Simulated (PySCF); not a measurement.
**Worked example: refractive index and permittivity of the vapour**

C2H6FNOSi, SMILES N[Si]1(F)COC1.

The structure is a stationary point at ωB97X-D3(BJ)/def2-SVP. The structure was generated by enumeration, and PubChem lists no compound with its InChIKey, so it may never have been made. One conformer was computed; it need not be the lowest.

CAM-B3LYP/def2-TZVP (PySCF) gives a mean static polarisability of 55.3 bohr³ and a dipole moment of 2.40 D. Take an ideal gas at 298.15 K and 0.1 bar, whether or not the substance is that volatile.

Q: Work out n − 1 in the optical limit and the static ε − 1.

A: 
Polarisability volume α' = 55.3 × 0.148185 = 8.19 Å³. Number density N = p/kT = 2.43e-6 Å⁻³.
Dilute limit of Lorentz–Lorenz: n − 1 = 2π N α' = 0.00013.
Orientation term of Debye: μ²/(3kT) = 8.098 Å³ × μ²(D²) = 46.64 Å³.
ε − 1 = 4π N (α' + μ²/3kT) = 0.0017. Orientation of the dipole supplies 85 % of the static response; it can't follow optical fields. Vibrational polarisation and dispersion are left out.
